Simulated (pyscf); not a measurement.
# Hydrogen abstraction: `[AsH3]` + `[SiH3][Si]([SiH3])[SiH3]` [doublet] -> `[AsH2]` [doublet] + `[SiH3][SiH]([SiH3])[SiH3]`

Gas phase, doublet surface, charge 0. Bonds broken: As1–H2. Bonds formed: H2–Si5. Structures and frequencies: ωB97X-D3(BJ)/def2-SVP in PySCF.

Transition state (Å):

```xyz
17

As    -3.3273    -0.2860    -1.1939
H     -1.9502     0.4826    -0.3453
H     -3.1021    -1.5257    -0.3386
H     -2.3420    -0.7726    -2.2476
Si    -0.3020     0.6352     0.3687
Si    -0.3541     2.1582     2.1334
Si     1.0949     1.3001    -1.3750
Si     0.1691    -1.5393     1.0650
H      0.9879     2.2486     2.7842
H     -1.3505     1.7175     3.1534
H     -0.7338     3.5105     1.6294
H      2.5217     1.3141    -0.9328
H      0.7235     2.6691    -1.8392
H      0.9564     0.3449    -2.5141
H      0.1162    -2.4590    -0.1098
H      1.5269    -1.6240     1.6816
H     -0.8430    -1.9782     2.0710
```

One imaginary mode, 1427i cm⁻¹; descent along it reached the two sides named.

```tsv
bond	change	reactant side (Å)	saddle	product side
As1–H2	breaks	1.520	1.791	3.0
H2–Si5	forms	3.2	1.803	1.495
```

Electronic energies relative to the separated reactants (kcal/mol):

| level | barrier | reaction energy | reverse barrier |
|---|---|---|---|
| ωB97X-D3(BJ)/def2-TZVP | 0.3 | -7.1 | 7.3 |
| PBE/def2-TZVP | -2.8 | -5.2 | 2.4 |
| r²SCAN/def2-TZVP | -1.7 | -6.1 | 4.4 |
| B3LYP-D3(BJ)/def2-TZVP | -3.2 | -7.7 | 4.5 |
| PBE0-D3(BJ)/def2-TZVP | -3.1 | -6.7 | 3.7 |
| M06-2X/def2-TZVP | -0.5 | -10.8 | 10.4 |
| ωB97M-D3(BJ)/def2-TZVP | 0.5 | -9.7 | 10.2 |
| HF/def2-TZVP | 12.4 | -12.3 | 24.7 |

With ωB97M-D3(BJ)/def2-TZVP energies and thermal terms (ideal gas, 1 atm, RRHO with modes under 100 cm⁻¹ raised to 100, one conformer, R ln 2 for chiral ones without a mode under 150 cm⁻¹), in kcal/mol:

```json
[
 {"T (K)": "298", "ΔH‡": "-1.6", "ΔG‡": "7.9", "ΔH": "-10.7", "ΔG": "-10.7"},
 {"T (K)": "600", "ΔH‡": "-0.5", "ΔG‡": "17.0", "ΔH": "-10.4", "ΔG": "-10.8"},
 {"T (K)": "900", "ΔH‡": "0.6", "ΔG‡": "25.6", "ΔH": "-10.2", "ΔG": "-11.1"},
 {"T (K)": "1200", "ΔH‡": "1.5", "ΔG‡": "33.7", "ΔH": "-10.1", "ΔG": "-11.4"}
]
```

At PBE, r²SCAN, B3LYP-D3(BJ), PBE0-D3(BJ), M06-2X this geometry lies under the reactants; that is no barrier but a single point on another level's saddle; such a level's own saddle, if it has one, lies nearer that side and is low. This is the saddle that the search found; another between the same sides may lie lower. The angle at the transferred H is 158°. Elements up to Kr have no core potential and no relativistic terms here.
